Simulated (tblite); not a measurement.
Os (SMILES [Os]), quintet (GFN-xTB shapes and energies of metal compounds can be far from the true ones); GFN1-xTB (tblite 0.6.0).

Input for tblite:
```
$ tblite run mol.xyz --method gfn1 --charge 0 --spin 4 --etemp 2000 --json tblite.json --no-restart

# file mol.xyz
1

Os     0.00000000     0.00000000     0.00000000
```

What does tblite print? Leave out banner, timings and long lists.


```
xTB calculator
 | screened Coulomb repulsion
 | Coulomb electrostatics
 |  * isotropic Klopman-Ohno-Mataga-Nishimoto electrostatics
 |  * onsite third-order electrostatics
 | DFT-D3(BJ) dispersion correction

halogen bonding energy    0.0000000000000E+00 Eh
repulsion energy          0.0000000000000E+00 Eh
dispersion energy         0.0000000000000E+00 Eh
number of electrons       8.0000000000000E+00 e
integral cutoff           3.1236740784742E+01 bohr

------------------------------------------------------------
  cycle        total energy    energy error   density error
------------------------------------------------------------
      1     -3.048292458670  -3.0482925E+00   1.4142136E+00
      2     -3.048292458671  -1.4632739E-12   8.4852814E-01
      3     -3.048292458672  -7.9047879E-13   5.0906552E-05
      4     -3.048292458672   1.3322676E-15   5.8210935E-10
------------------------------------------------------------

electronic energy        -3.0482924586720E+00 Eh
total energy             -3.0482924586720E+00 Eh

Post processing:
 | Mayer-Wiberg bond orders

[Info] JSON dump of results written to 'tblite.json'
```
